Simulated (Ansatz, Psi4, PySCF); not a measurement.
Na (SMILES [Na+]), charge +1, singlet. Base run: PySCF with HF/6-31G*.

Here is a job for PySCF.
```python
from pyscf import gto, scf

mol = gto.M(
    atom='''
Na    0.000000    0.000000    0.000000
''',
    basis='6-31g*',
    charge=1,
    spin=0,
    verbose=4,
)

mf = scf.RHF(mol)
mf.kernel()
```

The same geometry, method and basis name were run in Ansatz (an electronic-structure program) and Psi4 and PySCF, at each program's defaults and at the settings that a row names. The base is PySCF at its defaults. Differences at the defaults can come from grids, fitting, cores and function types together.

```json
[
 {"code and settings": "PySCF, defaults (exact integrals, spherical functions)", "ΔE vs base (µEh)": "0.0", "basis functions": "18", "E (Eh)": "-161.65928", "SCF cycles": "4"},
 {"code and settings": "Psi4, defaults (density fitting with its default set, Cartesian functions)", "ΔE vs base (µEh)": "-12.3", "basis functions": "19", "E (Eh)": "-161.65929", "SCF cycles": "5"},
 {"code and settings": "Ansatz, defaults (factorised integrals, Cartesian functions)", "ΔE vs base (µEh)": "-11.7", "basis functions": "19", "E (Eh)": "-161.65929", "SCF cycles": "-"},
 {"code and settings": "PySCF, density fitting with def2-universal-jkfit", "ΔE vs base (µEh)": "-1.9", "basis functions": "18", "E (Eh)": "-161.65928", "SCF cycles": "4"},
 {"code and settings": "Psi4, exact integrals, spherical functions", "ΔE vs base (µEh)": "0.0", "basis functions": "18", "E (Eh)": "-161.65928", "SCF cycles": "7"},
 {"code and settings": "Ansatz, high accuracy, Cartesian functions as the basis file defines them", "ΔE vs base (µEh)": "-11.7", "basis functions": "19", "E (Eh)": "-161.65929", "SCF cycles": "-"}
]
```
